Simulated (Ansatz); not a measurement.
Reaction (homolysis of the Al–F bond): `[F][Al]([SH])[O][SiH3]` → `[SiH3][O][Al][SH]`• + F•

Isolated molecules relaxed with PBE0-D4/def2-TZVP in Ansatz; ΔE leaves out vibrations. CCSD(T)/CBS adds triple-zeta CCSD(T) − MP2 to the extrapolated MP2 energy (def2 sets, frozen cores). This one scheme is used for every species, atoms too. DFT in def2-TZVPP. Open shells (•) are unrestricted, without spin–orbit coupling. Spin–orbit coupling would lower the free atoms: a little for F. Each species was taken in one conformer, which may not be the lowest.

CCSD(T)/CBS gives +160.3 kcal/mol.

**Question.** Another level gave +155.1 kcal/mol. Which?
A. ωB97X-V/def2-TZVPP
B. r2SCANh-D4/def2-TZVPP
C. B97M-V/def2-TZVPP
D. PBE-D4/def2-TZVPP

**Answer.** D. PBE-D4 155.1, B97M-V 156.6, r2SCANh-D4 152.7, ωB97X-V 157.6 kcal/mol.

Largest T1 diagnostic among the species: 0.014.

In def2-TZVPP, CCSD(T) changes the Hartree–Fock value by +36.3 kcal/mol (the triples alone add +1.8 kcal/mol) and MP2 by +43.5 kcal/mol; breaking electron pairs costs correlation energy, which Hartree–Fock lacks. From r2SCAN to r2SCAN0 (25 % exact exchange), in def2-TZVPP and without D4, ΔE moves by −4.0 kcal/mol: exact exchange takes away binding that semilocal exchange gives to molecules. At CCSD(T), def2-SVP lies −10.9 kcal/mol from the extrapolated value and def2-TZVPP −4.9 kcal/mol: correlation converges slowly with the basis, and small sets miss more of it in the bonded molecule than in its fragments.

CCSD(T)/CBS has its own doubt, a few kJ/mol and more with outer-core shells, so smaller differences from it don't rank the levels.
